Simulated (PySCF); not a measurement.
## Spinor energies of Ca (calcium, neutral)

Start: [Ar] 3d2; 3d5/2 filled at m_j = +3/2, +5/2. Calculated with PySCF 2.14 in x2c-SVPall-2c with one added diffuse shell of s type (6s5p2d, 31 functions): generalised Hartree-Fock with the X2C-1e Hamiltonian and a Gaussian nucleus; one run each with spin-orbit coupling (SO) switched off, then screened by Boettger's factors. This is a chosen level, not necessarily the ground level.

```json
{"spinor shell": "1s1/2", "electrons": "2", "ε, spin-free (eV)": "-4079.5", "ε, screened SO (eV)": "-4079.5", "weight of nominal j (screened SO)": "1.000", "rms radius, screened SO (bohr)": "0.0889"}
{"spinor shell": "2s1/2", "electrons": "2", "ε, spin-free (eV)": "-456.94", "ε, screened SO (eV)": "-456.94", "weight of nominal j (screened SO)": "1.000", "rms radius, screened SO (bohr)": "0.393"}
{"spinor shell": "2p1/2", "electrons": "2", "ε, spin-free (eV)": "-366.74", "ε, screened SO (eV)": "-369.30", "weight of nominal j (screened SO)": "1.000", "rms radius, screened SO (bohr)": "0.360"}
{"spinor shell": "2p3/2", "electrons": "4", "ε, spin-free (eV)": "-366.74", "ε, screened SO (eV)": "-365.48", "weight of nominal j (screened SO)": "1.000", "rms radius, screened SO (bohr)": "0.363"}
{"spinor shell": "3s1/2", "electrons": "2", "ε, spin-free (eV)": "-57.355", "ε, screened SO (eV)": "-57.358", "weight of nominal j (screened SO)": "1.000", "rms radius, screened SO (bohr)": "1.25"}
{"spinor shell": "3p3/2", "electrons": "4", "ε, spin-free (eV)": "-32.776", "ε, screened SO (eV)": "-32.617", "weight of nominal j (screened SO)": "0.861", "rms radius, screened SO (bohr)": "1.40"}
{"spinor shell": "3p1/2", "electrons": "2", "ε, spin-free (eV)": "-32.776", "ε, screened SO (eV)": "-33.106", "weight of nominal j (screened SO)": "0.722", "rms radius, screened SO (bohr)": "1.40"}
{"spinor shell": "3d5/2", "electrons": "2", "ε, spin-free (eV)": "-2.116", "ε, screened SO (eV)": "-2.117", "weight of nominal j (screened SO)": "0.900", "rms radius, screened SO (bohr)": "3.91"}
```

| quantity | spin-free | screened SO |
| --- | --- | --- |
| E (hartree) | -679.31575 | -679.31825 |
| M_J | 4 | 4 |
| ⟨J²⟩ | 20.002 | 20.002 |
| ⟨L²⟩ | 12.001 | 12.001 |
| ⟨S²⟩ | 2.001 | 2.001 |

Each row is a mean over spinors that exchange with the open shell spreads, by up to 2.105 eV (3p3/2).

Rows whose weight is well below 1 are mixtures of j = l ± 1/2: exchange outweighs spin-orbit coupling there, and the label is only the starting occupation.

Without spin-orbit coupling the j labels of p, d and f shells carry no meaning; the spin-free column gives the mean over the occupied spinors of each nl shell.
